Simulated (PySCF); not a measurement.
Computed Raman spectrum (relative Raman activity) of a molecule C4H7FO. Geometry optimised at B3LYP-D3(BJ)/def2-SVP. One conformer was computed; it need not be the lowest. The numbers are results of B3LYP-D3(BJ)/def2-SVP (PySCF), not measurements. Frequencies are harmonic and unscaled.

ν (cm⁻¹): 494 (vw), 577 (vw), 727 (w), 910 (w), 971 (w), 1081 (vw), 1110 (vw), 1168 (w), 1175 (vw), 1277 (vw), 1362 (w), 1411 (w), 1458 (w), 1465 (w), 1485 (w), 1516 (vw), 3007 (s), 3088 (m), 3129 (s), 3136 (vs), 3147 (s), 3229 (s), 3240 (m) (against the strongest line: vs over 80 %, s over 45 %, m over 15 %, w over 4 %, vw less)

### Question
Which molecule gave these data?
A. CC[C@@H](F)C=O
B. OC[C@H]1C[C@@H]1F
C. COC1(F)CC1
D. O[C@H]1CC[C@@H]1F

### Answer
C, COC1(F)CC1
